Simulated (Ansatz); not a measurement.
CHBF$_{2}$Te (`FC1(F)B[Te]1`), charge 0, multiplicity 1.

(1) Give a relaxed structure at PBE0-D4/def2-TZVP (Ansatz 0.2.0). (An estimate is asked.)

## Answers

(1) The calculation gave: 
```xyz
6

F    -0.566    1.284    1.051
C    -0.394    0.112    0.448
F    -1.362   -0.706    0.848
B     0.359   -0.055   -0.870
Te    1.706   -0.740    0.562
H     0.258    0.105   -2.038
```
Point group Cs.
